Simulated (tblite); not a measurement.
Question: Write Cartesian coordinates for `C=CC[Si@@H](Cl)/N=C\C1CC1` as optimised with GFN2-xTB.

Answer: 
```xyz
22
C7H12ClNSi angstrom
C      2.4042    0.9138    1.9895
C      2.2235    0.3472    0.8098
C      2.4179    1.0265   -0.4971
Si     0.7333    1.4146   -1.3107
Cl     0.9978    2.2575   -3.1273
N      0.0471   -0.1096   -1.6671
C     -0.8437   -0.8586   -1.1935
C     -1.7360   -0.5760   -0.0736
C     -3.1338   -1.1533   -0.0880
C     -2.1236   -1.7159    0.8432
H      2.2290    0.3864    2.9119
H      2.7449    1.9324    2.0800
H      1.8771   -0.6770    0.7480
H      2.9786    1.9512   -0.3614
H      2.9915    0.3829   -1.1656
H      0.0130    2.3951   -0.4928
H     -0.9726   -1.8375   -1.6621
H     -1.5961    0.4005    0.3710
H     -3.9256   -0.5377    0.3089
H     -3.4227   -1.7373   -0.9484
H     -2.2020   -1.4954    1.8961
H     -1.7121   -2.6904    0.6285
```

Orientation and origin are arbitrary. Atoms count from 1 in this order. Of the pairs four or more bonds apart, Si4···H18 is among the closest relative to their van der Waals radii: 3.05 Å, 92 % of the sum of Bondi's values. Si4 (chlorine-bound silicon) is distorted tetrahedral (angles from 103.7° to 121.0°). N6 (C=N nitrogen) is bent (angle 137.5°). The 6 C–C bonds span 1.321 Å (C1=C2, drawn double) to 1.513 Å (C8–C10, drawn single), a spread of 0.192 Å.

Bonds between heavy atoms (Å): C1=C2 1.321, C2–C3 1.486, C3–Si4 1.911, Si4–Cl5 2.020, Si4–N6 1.709, N6=C7 1.256, C7–C8 1.460, C8–C9 1.512, C9–C10 1.485, C8–C10 1.513.

Structure optimised with GFN2-xTB, isolated species.

Point group: C1 (no symmetry element, even within 0.4 Å). Its lowest GFN2-xTB frequency is 12 cm⁻¹, too small to tell a flat minimum from a shallow saddle. One conformer, not necessarily the lowest (C1–C2–C3–Si4 -106°, C2–C3–Si4–Cl5 -177°, C3–Si4–N6–C7 103°, N6–C7–C8–C9 147°). 3 starts were optimised and ended at 0.00, 0.73 and 0.93 kcal/mol (GFN2-xTB); the lowest of these is shown.

These are computed values.
